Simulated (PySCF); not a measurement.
C₂H₂N₂Si.
Bonds: N1–C2 (triple), C2–Si3, Si3–C4, C4–N5 (triple). Hydrogens: H6, H7 on Si3.

Method: PBE0-D3(BJ)/def2-SVP geometry optimisation, gas phase (PySCF 2.14.0); density fitting, grid level 1; the optimiser is geomeTRIC in internal coordinates, started from a GFN2-xTB structure with every atom displaced at random (about 0.01 Å).

Step 2: E = -12947.2423 eV
```
atom  x, y, z in Å  |  force x, y, z in eV/Å
N1     -2.5562   -0.7137    0.2183   -0.104   0.187   0.033
C2     -1.5773   -0.0948    0.1654    0.201  -0.212  -0.034
Si3     0.1417    0.5924    0.0381   -0.257  -0.037  -0.155
C4      1.2187   -0.8710   -0.3157    0.422   0.099   0.242
N5      2.0567   -1.6703   -0.3972   -0.274   0.017  -0.122
H6      0.5447    1.2009    1.3264    0.016  -0.035   0.034
H7      0.2180    1.5493   -1.0921   -0.005  -0.018   0.003
```

Step 3: E = -12947.2771 eV
```
atom  x, y, z in Å  |  force x, y, z in eV/Å
N1     -2.6105   -0.6472    0.2386   -0.016   0.144   0.021
C2     -1.5838   -0.1136    0.1635    0.078  -0.228  -0.075
Si3     0.1309    0.5683    0.0234    0.027   0.041   0.094
C4      1.2805   -0.8471   -0.2926   -0.172   0.273   0.084
N5      2.0937   -1.6610   -0.4129    0.155  -0.269  -0.094
H6      0.5279    1.1626    1.3220   -0.043   0.043   0.005
H7      0.2076    1.5308   -1.0988   -0.029  -0.005  -0.035
```

Step 4: E = -12947.2896 eV
```
atom  x, y, z in Å  |  force x, y, z in eV/Å
N1     -2.6284   -0.6117    0.2410   -0.007   0.079   0.005
C2     -1.5752   -0.1341    0.1604    0.044  -0.159  -0.045
Si3     0.1338    0.5596    0.0296    0.089   0.053   0.096
C4      1.3110   -0.8357   -0.2793   -0.219   0.187   0.037
N5      2.0994   -1.6682   -0.4356    0.150  -0.200  -0.059
H6      0.5085    1.1695    1.3285   -0.042   0.037  -0.012
H7      0.1972    1.5135   -1.1013   -0.016   0.002  -0.022
```

**Question.** Estimate the geometry and energy of step 5. (The exact step hangs on the optimiser's Hessian estimate; all steps are aligned on step 4, rigid shifts and turns removed.)

**Answer.** E = -12947.2959 eV, largest force 0.076 eV/Å
```
atom  x, y, z in Å  |  force x, y, z in eV/Å
N1     -2.6302   -0.5912    0.2372   -0.006   0.011  -0.007
C2     -1.5580   -0.1585    0.1574    0.018  -0.046   0.000
Si3     0.1424    0.5590    0.0421    0.041   0.039   0.018
C4      1.3270   -0.8282   -0.2686   -0.075   0.007   0.002
N5      2.0872   -1.6814   -0.4600    0.033  -0.031  -0.008
H6      0.4877    1.1930    1.3368   -0.013   0.013  -0.006
H7      0.1903    1.5001   -1.1016    0.003   0.007   0.002
```

The energy changes by -0.0063 eV. The first-order estimate −F·Δx gives -0.0106 eV and the mean of the old and new forces, exact on a quadratic surface, -0.0062 eV. The step makes an angle of 69° with the force vector and moves no atom by more than 0.033 Å.

What follows is the cost of the whole optimisation. On one thread of an Arm Neoverse V2, shared host, this took 14 s and 0.34 GiB of memory at its peak.
